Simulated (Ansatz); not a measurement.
thulium atom (Tm), doublet (core potentials on Tm). Base run: B3LYP/def2-SV(P) in Ansatz (a quantum-chemistry and plane-wave program).

Ansatz was given this input:
Ansatz 0.2 input:
```yaml
crystal:
  periodic: [false, false, false]
  atoms:
    - {symbol: Tm, position_ang: [0.00000000, 0.00000000, 0.00000000]}
basis:
  gaussian:
    orbitals: def2-SV_P_.json
hamiltonian:
  xc: b3lyp
magnetization: {spin_polarized: true, initial_magnetization: 1}
```
The basis file holds def2-SV(P) in the JSON format of the Basis Set Exchange.

Each row names what was changed in the base input (with any setting that the change needs).

```csv
change,basis functions,E (Eh),core-seconds (rough)
base,72,-1085.69524,10
basis = def2-SVP,81,-1085.69524,50
basis = def2-TZVP,___,___,30
basis = def2-TZVPP,105,-1085.74516,30
basis = def2-QZVP,118,-1085.75595,30
basis = def2-QZVPP,138,-1085.75612,100
```

**Question.** Fill in the missing entries.

**Answer.** 
- basis = def2-TZVP, basis functions: 96
- basis = def2-TZVP, E (Eh): -1085.74480

Totals compare only among sets that treat the same electrons; sets with core potentials leave the core out.
